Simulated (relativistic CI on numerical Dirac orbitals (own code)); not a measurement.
**One change at a time: I XIV**

Base calculation: Dirac-Coulomb-Breit CI, orbitals from a KLI potential per configuration, QED by a radiative potential, unscaled Slater integrals.

Configurations in the expansion (outside the closed core [Ar] 3d10): 4s2.4p6.4d4, 4s2.4p5.4d5, 4s2.4p6.4d3.4f, 4s.4p6.4d5, 4s2.4p6.4d3.5s, 4s2.4p5.4d4.4f, 4s2.4p6.4d3.5p, 4s2.4p6.4d2.4f.5s, 4s.4p6.4d4.4f, 4s2.4p6.4d3.5d, 4s2.4p6.4d2.5s.5p, 4s2.4p5.4d4.5s, 4s2.4p6.4d3.6s, 4s2.4p6.4d3.5f, 4s2.4p6.4d3.6p, 4s2.4p6.4d3.7s, 4s2.4p6.4d3.6f, 4s2.4p6.4d3.7p, 4s2.4p5.4d4.5d, 4s2.4p6.4d3.7f, 4p6.4d5.5p, 4p6.4d6, 4p5.4d7, 4p5.4d6.4f, 4s2.4p6.4d2.5s2, 4s2.4p6.4d.4f.5s2, 4s2.4p5.4d2.4f.5s2, 4s2.4p6.4d.5s2.5p. Double excitations out of closed p, d and f shells are left out; levels of such configurations are missing from the list, as are those of other unlisted configurations, and high levels can miss mixing partners. These lack a partner that the ground configuration has and come out too high: 4s2.4p5.4d4.5s, 4s2.4p5.4d4.5d.

Variants: (1) only the first configuration. Shifts of the energy above 4s2.4p6.4d4 5D_0, in cm⁻¹, for the lowest level and the first level of each name with at least 55 % of one term (blank where a level changes its place among those of its configuration and J or its character, or is not in the variant):

```tsv
Level	Base	Δ(1)
4s2.4p6.4d4 5D_0	0.0	0.0
4s2.4p6.4d4 5D_1	5121.8	+394.9
4s2.4p6.4d4 5D_2	10698.1	+637.0
4s2.4p6.4d4 5D_3	15899.3	+711.0
4s2.4p6.4d4 5D_4	20501.8	+604.2
4s2.4p6.4d4 3H_4	38340.5	+1520.0
4s2.4p6.4d4 3P_0	38921.2	-1705.9
4s2.4p6.4d4 3H_5	46471.0	+1956.0
4s2.4p6.4d4 3G_3	47216.2	+1107.0
4s2.4p6.4d4 3H_6	50419.6	+2096.8
4s2.4p6.4d4 3F_2	51291.2	-559.2
4s2.4p6.4d4 3P_1	51851.7	-1813.8
4s2.4p6.4d4 3F_3	63346.2	+1149.1
4s2.4p6.4d4 3D_3	67108.9	+1937.4
```

At this charge energies of transitions that change n are usually good to better than 1 %, and those within a shell (Δn = 0) to a few per cent. Terms inside the open d or f shell come out 10 to 20 % too wide with unscaled integrals. Levels and lines within the n = 5 or 6 shells can be off by up to 10 % or somewhat more, and those that change n by about 2 %, since core polarisation is missing.

Ionisation energy from the two ground configurations alone: base 306.777 eV. The NIST ASD value (theoretical) is 307 eV.

LS names give the leading component of a level, which can be under half, so a name can repeat, a term be missing and a line seem to break the LS rules.
